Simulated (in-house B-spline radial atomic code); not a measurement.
A run on an ion of nuclear charge 60 with 60.7 electrons that did not converge. Method: scalar-relativistic (X2C) PBE0, spin-polarised, spherical fractional occupations, Fermi nucleus of rms radius 4.9123 fm; computed with a B-spline radial code for spherical atoms.

Command:
```bash
python run_scf.py task.json out
```
Settings (nuclear radius in fm, mass in u):
```
Z                60
configuration    [Xe] 4f4.7 6s2
hamiltonian      x2c
method           pbe0
spin_polarised   True
nucleus          fermi
rms_radius       4.9123
atomic_mass      141.90773
speed_of_light   137.035999084
```

First and last ten iterations of the last attempt (damped for 15 steps, keeping 80 % of the old Fock matrix, then DIIS):
```
 iter        energy (Eh)    residual
    1       -9609.700128    5.14e-01
    2       -9607.422132    6.69e-01
    3       -9615.285166    4.26e-01
    4       -9619.315601    2.58e-01
    5       -9621.262601    1.55e-01
    6       -9622.143427    9.47e-02
    7       -9622.515460    5.74e-02
    8       -9622.663758    3.40e-02
    9       -9622.722785    2.42e-02
   10       -9615.915407    2.18e-01
  111       -9622.582959    4.11e-02
  112       -9622.549980    8.45e-02
  113       -9622.599799    6.70e-02
  114       -9615.891198    2.21e-01
  115       -9615.914444    2.20e-01
  116       -9622.736801    1.48e-02
  117       -9615.506546    2.29e-01
  118       -9615.612797    2.25e-01
  119       -9615.607330    2.25e-01
  120       -9615.602702    2.25e-01
 not converged after 120 iterations
```

The smallest residual met was 1.5e-02; the threshold is about 6e-07. No energy from this run should be used. The likely cause: this method binds the added charge weakly or not at all at the basis-set limit, so charge moves back and forth between the atom and the box. Run time, properties included: 3.9 s on 1 thread of Arm Neoverse V2, on a shared host.
